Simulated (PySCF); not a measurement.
# Si (silicon, neutral) across methods

[Ne] 3s2 3p1 3d1, one real determinant (an excited configuration). Calculation: PySCF 2.14, in aug-cc-pVDZ-DK (5s4p2d, 27 functions); the spin-free X2C one-electron Hamiltonian (Gaussian nucleus). The B2PLYP total includes its PT2 part (frozen core); its orbital energies are those of the SCF part.

```
   method  E (hartree)  mean ε 3s β (eV)  mean ε 3p α (eV)  mean ε 3d α (eV)  Σ⟨r²⟩ (bohr²)   ⟨S²⟩
BHandHLYP    -289.7135           -14.010            -7.997             0.473          39.96  2.004
   B2PLYP    -289.5883           -13.860            -8.040             0.468          40.12  2.005
     PBE0    -289.5934           -12.962            -7.182             0.542          39.83  2.003
  wB97X-V    -289.6487           -15.357            -9.259            -0.514          39.71  2.003
     MN15    -289.6764           -13.201            -7.205             0.785          39.33  2.001
      LDA    -288.5441           -12.021            -6.036             1.098          39.71  2.001
      PBE    -289.5766           -11.866            -6.097             0.913          39.73  2.002
   r2SCAN    -289.6797           -12.096            -6.424             0.972          39.80  2.005
      UHF   -289.17204           -15.125            -9.897            -0.062          40.68  2.010
```

⟨L²⟩ = 8.01 against 12 for a pure F term, so this real determinant mixes terms. The outer electron is Rydberg-like, and this basis confines it to a smaller radius and binds it less than a complete one would.

The highest occupied level is positive at BHandHLYP, B2PLYP, PBE0, MN15, LDA, PBE, r2SCAN: only the finite basis holds that electron, which in a density functional comes from self-interaction.
